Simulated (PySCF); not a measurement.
C2H11GeNSi.
SMILES: `C[N](C)[GeH2][SiH3]`

Jobs on this species (16 atoms, 76 electrons) with PySCF (density fitting). Hardware of each: x86-64 server, one thread, no GPU, on a shared host. The host was shared with other jobs, so the times are rough.

```
                level and settings                                                                           work  basis functions  SCF cycles  wall time
               BHandHLYP/def2-SVPD  10 singlets by full TDDFT, 4 Tamm–Dancoff triplets, polarisability, ΔSCF ions              210           ?          ?
                      HF/def2-SVPD        10 singlets by TDHF, 4 Tamm–Dancoff triplets, polarisability, ΔSCF ions              210           ?          ?
                    PBE0/def2-SVPD  10 singlets by full TDDFT, 4 Tamm–Dancoff triplets, polarisability, ΔSCF ions              210          11       48 s
                     PBE0/def2-SVP             10 singlets by full TDDFT, 4 Tamm–Dancoff triplets, polarisability              147          11       16 s
PBE0-D3(BJ)/def2-SVP, grid level 1                                    geometry optimisation from a GFN2-xTB start              147          83       98 s
                 LC-wPBE/def2-SVPD  10 singlets by full TDDFT, 4 Tamm–Dancoff triplets, polarisability, ΔSCF ions              210          12       67 s
                 wB97X-D/def2-SVPD  10 singlets by full TDDFT, 4 Tamm–Dancoff triplets, polarisability, ΔSCF ions              210          12       56 s
                     PBE/def2-SVPD  10 singlets by full TDDFT, 4 Tamm–Dancoff triplets, polarisability, ΔSCF ions              210          12       60 s
               CAM-B3LYP/def2-SVPD  10 singlets by full TDDFT, 4 Tamm–Dancoff triplets, polarisability, ΔSCF ions              210          10       58 s
```

Question: Fill in the missing figures.

Answer: 
- BHandHLYP/def2-SVPD; 10 singlets by full TDDFT, 4 Tamm–Dancoff triplets, polarisability, ΔSCF ions: 49 s, 10 SCF cycles
- HF/def2-SVPD; 10 singlets by TDHF, 4 Tamm–Dancoff triplets, polarisability, ΔSCF ions: 17 s, 11 SCF cycles

Question: What do all jobs in the table cost together?

Answer: About 7.8 min; the longest takes about 21 % of that, and about 6.1 times as long as the shortest.
